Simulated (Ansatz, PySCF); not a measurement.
This PySCF input computes a B3LYP/def2-TZVPD energy:

```python
from pyscf import gto, scf, dft

mol = gto.M(
    atom='''
    Ga   -0.00000000   -0.00000000   -1.81337577
    O     0.00000000    0.00000000    0.00000000
    Ga    0.00000000    0.00000000    1.81337577
    ''',
    basis='def2-tzvpd',
    charge=0,
    spin=0,
    verbose=4,
)

mf = dft.RKS(mol, xc='b3lyp').density_fit(auxbasis='def2-universal-jkfit')
mf.grids.level = 3
mf.conv_tol = 1e-9
mf.max_cycle = 100
mf.max_memory = 1500
mf.kernel()
if not mf.converged:
    mf = mf.newton()
    mf.kernel(mf.make_rdm1())
mf.analyze()
```

Write an input for the same energy in Ansatz (a quantum-chemistry and plane-wave program) and say what it gives.


Ansatz 0.2 input:
```yaml
crystal:
  periodic: [false, false, false]
  atoms:
    - {symbol: Ga, position_ang: [-0.00000000, -0.00000000, -1.81337577]}
    - {symbol: O, position_ang: [0.00000000, 0.00000000, 0.00000000]}
    - {symbol: Ga, position_ang: [0.00000000, 0.00000000, 1.81337577]}
basis:
  gaussian:
    orbitals: def2-TZVPD
hamiltonian:
  xc: {name: B3LYP}
output: {forces: true}
```
It gives -3925.15508 Eh, and PySCF -3925.15515 Eh, a difference of 0.07 mEh, from the treatment of integrals and grids.
